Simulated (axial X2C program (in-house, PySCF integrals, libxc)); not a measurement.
WC⁺: a run with one poor setting

Computed with an in-house relativistic program for diatomic molecules. Two-component (2c) means X2C with spin–orbit coupling and atomic mean-field two-electron Coulomb and Gaunt terms. Basis: W dyall-v3z [13s14p9d7f2g], C dyall-v3z [7s6p2d1f] (cores contracted in-house); Gaussian nuclei, density fitting, unrestricted open shells. Masses: W 183.951 u, C 12.000 u.

One setting of this run was spoiled on purpose, so its numbers are not properties of WC⁺. Level: HF, 2c; state Ω = 1/2 (⟨Sz⟩ = -1.49, ⟨Lz⟩ = 1.99 at HF).

```
R (Å)  E − E(lowest point) (eV)  SCF iterations
1.498             not converged               6
1.567             not converged               6
1.619             not converged               6
1.670             not converged               6
1.722             not converged               6
1.782             not converged               6
1.843             not converged               6
1.920             not converged               6
2.015             not converged               6
2.152             not converged               6
```

Output at the reference distance (the second, level-shifted attempt; the first did not converge):

```
two-component X2C + atomic mean field  HF
basis functions 209  fitting functions 1148  grid points 5075
iter        total energy     max residual
   1     -16174.573533831     9.93e-01
   2     -16174.616567373     1.89e-02
   3     -16174.618757169     1.81e-02
NOT converged
one-electron -22431.17076032  Coulomb 6462.35486753  exact exchange -328.23728586  xc functional 0.00000000  nuclear repulsion 136.44290456  atomic mean-field constant -14.00848307
```

Task: Which setting was spoiled?
A. density fitting set too sparse
B. integration grid too coarse
C. an excited determinant was followed
D. virtual space cut too low
E. too few iterations allowed

Result: E. Too few iterations allowed: 3 iterations an attempt, two attempts.
